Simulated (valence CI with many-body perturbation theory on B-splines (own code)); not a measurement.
## Forbidden lines of Sb¹²⁺

Level of theory: relativistic CI+MBPT: three valence electrons over a frozen Dirac-Fock core [Kr], a basis of 7 s, 7 p, 8 d, 6 f, 4 g, 1 h functions for each j, with the one-electron correlation potential Σ1 (screened to all orders), the two-electron term Σ2, the three-electron term Σ3, Breit, model QED; selected single and double excitations, second order for the rest, scaled by the run's own slope (own B-spline code, finite nucleus).

No measured spectrum was set against this ion. As an estimate, terms of the open shell hold to 2 to 4 % of their energy, and close levels can change places. Excitations out of the core, of the other parity, are not computed and may begin above about 55.5 eV (a cautious bound); beyond it only levels of the ground parity were kept, without lifetimes.

Lines 1 to 50 of 120 in falling wavelength, among levels below 447680 cm⁻¹, chosen from the decays that carry over 1 % of a level's rate. Wavelengths and rates use the calculated energies, so an error of 2000 cm⁻¹ moves a line at 1310 nm by 26 % and its rate by three times that or more. Electric multipoles are in the length gauge, E1 and E2 with the static RPA response of the core. Weak lines are less certain than strong ones. Lines between different terms over intervals too small for the method are left out, as are lines whose strength nearly cancels.

Names give the largest LS component (configuration and term), which can be under half, so a name can repeat, a term be missing and a line seem to break the LS rules; names also repeat where a configuration has a term twice. Letters in brackets count levels of one name in rising energy.

```csv
λ vac (nm),Upper,Lower,Type,A (s⁻¹),Branch %
4140,4d3 4P_1/2,4d3 4P_3/2,M1,4.39e-01,10.1
1865,4d3 4F_9/2,4d3 4F_7/2,M1,3.51e+00,100.0
1531,4d3 4F_7/2,4d3 4F_5/2,M1,1.09e+01,100.0
1451,4d3 4F_5/2,4d3 4F_3/2,M1,1.31e+01,100.0
1310,4d3 2P_3/2,4d3 2D_5/2 [a],M1,1.77e+00,1.0
1024,4d3 2D_5/2 [a],4d3 2D_3/2 [a],M1,7.71e+00,7.0
854.0,4d3 4P_5/2,4d3 4P_3/2,M1,1.70e+01,78.1
815.4,4d3 2H_11/2,4d3 2H_9/2,M1,1.29e+01,58.2
681.4,4d3 2P_3/2,4d3 2P_1/2,M1,2.22e+01,12.8
680.2,4d3 2D_3/2 [a],4d3 4P_1/2,M1,1.31e+01,7.5
661.8,4d3 2H_9/2,4d3 4F_9/2,M1,2.86e+01,54.3
659.0,4d3 2D_5/2 [a],4d3 4P_5/2,M1,4.88e+00,4.5
596.1,4d3 2G_9/2,4d3 2H_9/2,M1,4.43e+01,38.6
595.3,4d3 4P_3/2,4d3 4F_5/2,M1,6.43e+00,21.9
584.2,4d3 2D_3/2 [a],4d3 4P_3/2,M1,5.62e+01,32.1
574.7,4d3 2P_3/2,4d3 2D_3/2 [a],M1,4.90e+01,28.3
573.9,4d3 2P_1/2,4d3 4P_1/2,M1,6.90e+01,95.0
561.4,4d3 2G_9/2,4d3 2G_7/2,M1,4.34e+01,37.9
514.4,4d3 2G_7/2,4d3 4F_7/2,M1,2.27e+01,31.0
488.4,4d3 2H_9/2,4d3 4F_7/2,M1,2.41e+01,45.7
455.1,4d3 4P_5/2,4d3 4F_7/2,M1,2.24e+00,10.3
438.4,4d3 2P_3/2,4d3 4P_5/2,M1,4.26e+01,24.6
422.1,4d3 4P_3/2,4d3 4F_3/2,M1,2.30e+01,78.0
385.0,4d3 2G_7/2,4d3 4F_5/2,M1,5.03e+01,68.6
383.1,4d3 4P_1/2,4d3 4F_3/2,M1,3.72e+00,85.2
383.1,4d3 4P_1/2,4d3 4F_3/2,E2,1.85e-01,4.2
372.0,4d3 2D_5/2 [a],4d3 4P_3/2,M1,6.24e+00,5.7
370.7,4d3 2F_5/2,4d3 4P_5/2,M1,1.03e+01,21.0
365.3,4d3 2H_11/2,4d3 4F_9/2,M1,9.25e+00,41.8
352.1,4d3 2F_7/2,4d3 2H_9/2,M1,9.01e-01,1.5
350.8,4d3 4P_5/2,4d3 4F_5/2,M1,2.39e+00,11.0
339.7,4d3 2F_7/2,4d3 2G_7/2,M1,1.99e+01,33.2
338.9,4d3 2F_5/2,4d3 2G_7/2,M1,1.14e+01,23.2
313.6,4d3 2G_9/2,4d3 4F_9/2,M1,1.06e+01,9.3
305.6,4d3 2D_3/2 [b],4d3 2F_5/2,M1,4.43e+01,17.5
302.0,4d3 2D_5/2 [b],4d3 2F_5/2,M1,7.40e+01,18.5
301.4,4d3 2D_5/2 [b],4d3 2F_7/2,M1,4.12e+01,10.3
294.9,4d3 2D_3/2 [a],4d3 4F_5/2,M1,6.83e+01,39.0
289.7,4d3 2P_3/2,4d3 4P_3/2,M1,4.01e+00,2.3
271.1,4d3 2D_3/2 [b],4d3 2P_3/2,M1,3.97e+00,1.6
269.2,4d3 2D_5/2 [a],4d3 4F_7/2,M1,7.44e+01,67.9
268.5,4d3 2G_9/2,4d3 4F_7/2,M1,1.58e+01,13.8
268.3,4d3 2D_5/2 [b],4d3 2P_3/2,M1,8.86e+00,2.2
258.5,4d3 2F_5/2,4d3 4P_3/2,M1,5.32e+00,10.9
245.1,4d3 2D_3/2 [a],4d3 4F_3/2,M1,3.64e+01,20.8
229.8,4d3 2F_7/2,4d3 4F_9/2,M1,2.76e+01,46.0
229.7,4d3 2P_1/2,4d3 4F_3/2,M1,2.72e+00,3.7
228.9,4d3 2D_5/2 [a],4d3 4F_5/2,M1,1.36e+01,12.4
224.6,4d3 2D_3/2 [b],4d3 2D_5/2 [a],M1,6.66e+01,26.3
222.7,4d3 2D_5/2 [b],4d3 2D_5/2 [a],M1,6.35e+00,1.6
```
